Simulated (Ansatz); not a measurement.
FSn (SMILES [F][Sn+]), charge +1, singlet, at a GFN2-xTB geometry (such geometries of metal compounds can be far from the true shape) (core potentials on Sn); HF/def2-TZVP in Ansatz (a first-principles code).

Input for Ansatz:
Ansatz 0.2 input:
```yaml
crystal:
  periodic: [false, false, false]
  atoms:
    - {symbol: Sn, position_ang: [-0.00000000, -0.00000000, -0.31245265]}
    - {symbol: F, position_ang: [0.00000000, 0.00000000, 1.73584808]}
basis:
  gaussian:
    orbitals: def2-TZVP
hamiltonian:
  xc: hf
total_charge: 1
```

### Question
Write the output that Ansatz gives for this input, abridged.

### Answer

```
Functional definition: HF
725 factors; their error is unknown
mean field evaluation 1: about -8494.9029 eV, gradient 8.2e1 eV
mean field evaluation 2: about -8479.3608 eV, gradient 1.2e2 eV
mean field evaluation 4: about -8505.8078 eV, gradient 2.0e0 eV
mean field evaluation 8: about -8506.2384 eV, gradient 8.1e-1 eV
mean field evaluation 16: about -8495.3138 eV, gradient 8.2e1 eV
mean field -8506.23911934 eV, -312.5985218999 hartree, gradient 2.1e-5 eV, S^2 0.000000; 0 other end points of the search recorded, 0 dependent functions left out
reference -8506.23911934 eV, -312.5985218999 hartree; 15, 15 occupied and 66, 66 virtual orbitals, 725 factors
Total energy: -8506.23911934 eV, -312.5985218999 hartree
```
